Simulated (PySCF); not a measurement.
Job file and geometry (Å, from GFN2-xTB) of an NMR shielding run on SMILES CCSC1(B(F)F)CC1, C₅H₉BF₂S, GIAO PBE0/pcSseg-1 NMR shielding, non-relativistic, gas phase (PySCF 2.14.0, density-fitted response routines); density fitting, a coarse starting grid and PySCF grid level 2 are the driver's defaults:

```
$ OMP_NUM_THREADS=1 python probes_run.py task.json out

{"job": {"kind": "nmr", "xc": "PBE0", "basis": "pcSseg-1"}, "charge": 0, "multiplicity": 1}
C      2.261560     0.142822    -0.135542
C      1.667215    -0.796683     0.895515
S      0.159877    -0.132913     1.684139
C     -0.984822    -0.048057     0.274304
B     -1.295020    -1.348594    -0.510782
F     -0.834392    -2.546482    -0.212551
F     -2.074253    -1.328982    -1.579520
C     -1.028494     1.291996    -0.448011
C     -2.121566     0.944687     0.486935
H      1.586108     0.268532    -0.979257
H      3.200449    -0.265584    -0.504359
H      2.456560     1.117253     0.306815
H      1.417343    -1.764111     0.462645
H      2.352943    -0.946453     1.729112
H     -0.305805     2.029507    -0.134502
H     -1.227241     1.276227    -1.509468
H     -3.089779     0.683616     0.087635
H     -2.149443     1.429536     1.450595
```

Task: What does the program print?

Result: 
```
coarse grid: 15896 points
cycle   1  E = -817.9828336201  dE =  1.117e+00  |g| = 6.526e-01  |ddm| = 3.805e+00
cycle   2  E = -817.9381155341  dE =  4.472e-02  |g| = 8.846e-01  |ddm| = 8.577e-01
cycle   3  E = -818.0596151169  dE = -1.215e-01  |g| = 6.271e-02  |ddm| = 4.728e-01
cycle   4  E = -818.0602972411  dE = -6.821e-04  |g| = 3.323e-02  |ddm| = 9.277e-02
cycle   5  E = -818.0605424917  dE = -2.453e-04  |g| = 7.791e-03  |ddm| = 3.689e-02
cycle   6  E = -818.0605567830  dE = -1.429e-05  |g| = 2.444e-03  |ddm| = 1.300e-02
cycle   7  E = -818.0605581177  dE = -1.335e-06  |g| = 4.637e-04  |ddm| = 2.748e-03
final grid: 150552 points
cycle   8  E = -818.1244053493  dE = -7.186e-05  |g| = 9.871e-03  |ddm| = 3.654e-02
cycle   9  E = -818.1243900318  dE =  1.532e-05  |g| = 1.258e-02  |ddm| = 1.923e-02
cycle  10  E = -818.1244289972  dE = -3.897e-05  |g| = 7.263e-04  |ddm| = 1.182e-02
cycle  11  E = -818.1244290985  dE = -1.014e-07  |g| = 3.320e-04  |ddm| = 1.126e-03
cycle  12  E = -818.1244291206  dE = -2.209e-08  |g| = 7.747e-05  |ddm| = 3.078e-04
cycle  13  E = -818.1244291219  dE = -1.275e-09  |g| = 2.232e-05  |ddm| = 1.113e-04
cycle  14  E = -818.1244291220  dE = -1.069e-10  |g| = 5.330e-06  |ddm| = 2.157e-05
converged SCF energy = -818.1244291220

GIAO shielding tensors (ppm)
atom      isotropic    diamagn.    paramagn.     s11        s22        s33       span
  0 C      168.655     249.241     -80.585    149.671    171.583    184.712     35.041
  1 C      152.426     251.742     -99.316    136.212    149.674    171.390     35.177
  2 S      422.268    1058.006    -635.738    296.025    361.578    609.201    313.177
  3 C      175.130     258.075     -82.945    134.906    155.954    234.530     99.624
  4 B       72.563     193.591    -121.028     41.655     79.599     96.435     54.780
  5 F      243.702     468.827    -225.125     64.422    292.032    374.651    310.229
  6 F      257.982     468.836    -210.854     92.094    306.233    375.620    283.525
  7 C      161.816     249.778     -87.962    115.098    173.352    197.000     81.902
  8 C      172.119     255.393     -83.274    137.929    178.265    200.163     62.234
  9 H       30.021      32.930      -2.909     24.764     32.004     33.296      8.532
 10 H       30.290      28.933       1.357     25.262     27.172     38.436     13.175
 11 H       30.589      30.623      -0.034     26.707     28.686     36.373      9.666
 12 H       28.431      32.066      -3.635     22.745     28.806     33.743     10.998
 13 H       29.468      30.513      -1.045     23.234     27.681     37.489     14.255
 14 H       30.715      31.346      -0.631     25.496     28.412     38.236     12.740
 15 H       30.219      31.277      -1.058     24.445     27.028     39.184     14.739
 16 H       30.567      30.928      -0.361     24.156     27.419     40.127     15.971
 17 H       30.733      31.680      -0.947     24.036     28.634     39.530     15.494
```

Size and cost of the density-fitted run: 205 basis functions, 73 s wall time on 1 thread of an Arm Neoverse N1, shared host; peak memory 0.93 GiB.
